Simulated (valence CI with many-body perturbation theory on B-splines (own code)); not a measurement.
**Energy levels of Rb⁴⁺**

Level of theory: relativistic CI+MBPT: five valence electrons over a frozen Dirac-Fock core [Ar] 3d10, radial functions for each j: 9 s, 9 p, 8 d, 6 f, 3 g, 1 h, with the one-electron correlation potential Σ1 (screened to all orders), the two-electron term Σ2, the three-electron term Σ3, Breit, model QED; selected single and double excitations, second order for the rest, scaled by the run's own slope (own B-spline code, finite nucleus).

Set against measurement, 16 paired levels are off by 134 cm⁻¹ on average, the worst by 237. These come from a selection out of Sansonetti, J. Phys. Chem. Ref. Data 35, 301 (2006). Levels without a partner in it may be off by more. Among the levels kept, up to 1200 cm⁻¹ of a level comes from second order outside the variational space, and about a tenth of that is noise between levels of different J, which matters for small intervals. 2 measured levels below the end of the list, from 268680 cm⁻¹ on, found no clear computed partner, and computed levels of the same name lie up to 4386 cm⁻¹ from them.

Levels 1 to 45 of 48, with energies above the lowest level, 4s2.4p3 4S°_3/2. "Leading %" is the weight of the configuration and term that name the level; weights of strongly mixed levels are sums over their largest components and can fall short.

```
No.  Configuration  Term    J  E (cm⁻¹)  Leading %      g    Second component
  1        4s2.4p3   4S°  3/2       0.0         93  1.977                    
  2        4s2.4p3   2D°  3/2     18756         84  0.876    11 % 4s2.4p3 2P°
  3        4s2.4p3   2D°  5/2     21182         96  1.200                    
  4        4s2.4p3   2P°  1/2     34950         95  0.665                    
  5        4s2.4p3   2P°  3/2     38452         82  1.282    12 % 4s2.4p3 2D°
  6         4s.4p4    4P  5/2    135700         88  1.595   8 % 4s2.4p2.4d 4P
  7         4s.4p4    4P  3/2    140620         88  1.730   9 % 4s2.4p2.4d 4P
  8         4s.4p4    4P  1/2    142770         87  2.660   9 % 4s2.4p2.4d 4P
  9         4s.4p4    2D  3/2    166920         76  0.815  18 % 4s2.4p2.4d 2D
 10         4s.4p4    2D  5/2    168120         76  1.206  18 % 4s2.4p2.4d 2D
 11     4s2.4p2.4d    2P  3/2    189850         49  1.320      44 % 4s.4p4 2P
 12         4s.4p4    2P  1/2    192040         31  1.141  28 % 4s2.4p2.4d 2P
 13         4s.4p4    2S  1/2    200260         50  1.521  18 % 4s2.4p2.4d 2P
 14     4s2.4p2.4d    4F  3/2    204090         90  0.440                    
 15     4s2.4p2.4d    4F  5/2    205990         87  1.059   8 % 4s2.4p2.4d 4D
 16     4s2.4p2.4d    4F  7/2    208870         88  1.250   7 % 4s2.4p2.4d 4D
 17     4s2.4p2.4d    2F  5/2    211810         71  0.978  21 % 4s2.4p2.4d 4D
 18     4s2.4p2.4d    4F  9/2    212360         92  1.325                    
 19     4s2.4p2.4d    4D  1/2    213620         94  0.019                    
 20     4s2.4p2.4d    4D  7/2    213860         46  1.281  45 % 4s2.4p2.4d 2F
 21     4s2.4p2.4d    4D  3/2    214120         90  1.169   4 % 4s2.4p2.4d 4F
 22     4s2.4p2.4d    4D  5/2    216440         65  1.223  24 % 4s2.4p2.4d 2F
 23     4s2.4p2.4d    2F  7/2    221560         48  1.270  42 % 4s2.4p2.4d 4D
 24     4s2.4p2.4d    2G  7/2    233500         91  0.900                    
 25     4s2.4p2.4d    2G  9/2    234770         92  1.120                    
 26     4s2.4p2.4d    2P  3/2    238610         47  1.304      40 % 4s.4p4 2P
 27     4s2.4p2.4d    4P  5/2    239390         83  1.584       7 % 4s.4p4 4P
 28     4s2.4p2.4d    4P  3/2    241430         78  1.662       7 % 4s.4p4 4P
 29     4s2.4p2.4d    4P  1/2    242280         71  2.365   8 % 4s2.4p2.4d 2P
 30     4s2.4p2.4d    2P  1/2    245300         47  0.946      33 % 4s.4p4 2P
 31     4s2.4p2.4d    2D  3/2    245950         79  0.887   6 % 4s2.4p2.4d 2P
 32     4s2.4p2.4d    2D  5/2    251650         86  1.200       6 % 4s.4p4 2D
 33     4s2.4p2.4d    2D  3/2    258300         72  0.844      13 % 4s.4p4 2D
 34     4s2.4p2.4d    2D  5/2    258770         84  1.197       6 % 4s.4p4 2D
 35     4s2.4p2.4d    2P  1/2    260230         51  1.156  19 % 4s2.4p2.5s 4P
 36     4s2.4p2.5s    4P  1/2    262300         68  2.153  21 % 4s2.4p2.4d 2P
 37     4s2.4p2.4d    2F  5/2    262640         76  0.923  11 % 4s2.4p2.4d 2D
 38     4s2.4p2.4d    2P  3/2    264840         57  1.367  16 % 4s2.4p2.5s 4P
 39     4s2.4p2.4d    2F  7/2    264870         93  1.141                    
 40     4s2.4p2.5s    4P  3/2    266450         76  1.647  15 % 4s2.4p2.4d 2P
 41     4s2.4p2.4d    2S  1/2    269250         69  1.922      15 % 4s.4p4 2S
 42     4s2.4p2.5s    4P  5/2    270530         86  1.563   8 % 4s2.4p2.5s 2D
 43     4s2.4p2.5s    2P  1/2    271650         78  0.799   9 % 4s2.4p2.4d 2P
 44     4s2.4p2.5s    2P  3/2    276180         66  1.223  18 % 4s2.4p2.5s 2D
 45     4s2.4p2.4d    2D  5/2    276400         75  1.154  14 % 4s2.4p2.4d 2F
```

Names give the largest LS component (configuration and term), which can be under half, so a name can repeat, a term be missing and a line seem to break the LS rules; names also repeat where a configuration has a term twice.

The ionisation energy to 4s2.4p2 3P_0 of the next ion comes out as 68.512 eV (NIST: 68.44 ± 0.15 eV (theoretical)). All 48 levels together are meant to be complete up to 287870 cm⁻¹.
